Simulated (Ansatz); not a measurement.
`[NH2][Mg][N]([SiH3])[SiH3]` and `[F][Ge][N]([SiH3])[SiH3]` differ in one atom or group.

Ansatz, PBE0-D4/def2-TZVP geometries, multiplicity 1. Each molecule was computed in one conformer, which needn't be the lowest.

Scalar relativity is left out up to krypton.

```json
{"property": "HOMO–LUMO gap (PBE/def2-TZVPP) / eV", "`[NH2][Mg][N]([SiH3])[SiH3]`": "3.18"}
{"property": "LUMO energy (B3LYP/def2-TZVPP) / eV", "`[NH2][Mg][N]([SiH3])[SiH3]`": "-1.51"}
{"property": "HOMO energy (ωB97M-V/def2-TZVPP) / eV", "`[NH2][Mg][N]([SiH3])[SiH3]`": "-8.94"}
{"property": "LUMO energy (ωB97M-V/def2-TZVPP) / eV", "`[NH2][Mg][N]([SiH3])[SiH3]`": "0.10"}
{"property": "HOMO–LUMO gap (ωB97M-V/def2-TZVPP) / eV", "`[NH2][Mg][N]([SiH3])[SiH3]`": "9.04"}
{"property": "size of the dipole moment (PBE/def2-TZVPP) / D", "`[NH2][Mg][N]([SiH3])[SiH3]`": "1.49"}
```

Task: Give the same properties after the change, and the shifts. (Best estimate.)

Result: Computed: 
| property | `[F][Ge][N]([SiH3])[SiH3]` | shift |
| --- | --- | --- |
| HOMO–LUMO gap (PBE/def2-TZVPP) / eV | 3.93 | 0.75 |
| LUMO energy (B3LYP/def2-TZVPP) / eV | -2.36 | -0.85 |
| HOMO energy (ωB97M-V/def2-TZVPP) / eV | -10.19 | -1.25 |
| LUMO energy (ωB97M-V/def2-TZVPP) / eV | -0.21 | -0.31 |
| HOMO–LUMO gap (ωB97M-V/def2-TZVPP) / eV | 9.97 | 0.93 |
| size of the dipole moment (PBE/def2-TZVPP) / D | 1.47 | -0.02 |

With PBE0 the HOMO falls by 1.46 eV and the LUMO falls by 0.88 eV, so the gap widens by about 0.58 eV. PBE moves the HOMO by -1.65 eV and ωB97M-V by -1.25 eV. Dipoles are sizes alone; their direction can turn.

B3LYP here is the variant with VWN-RPA as its local correlation; programs differ in this.
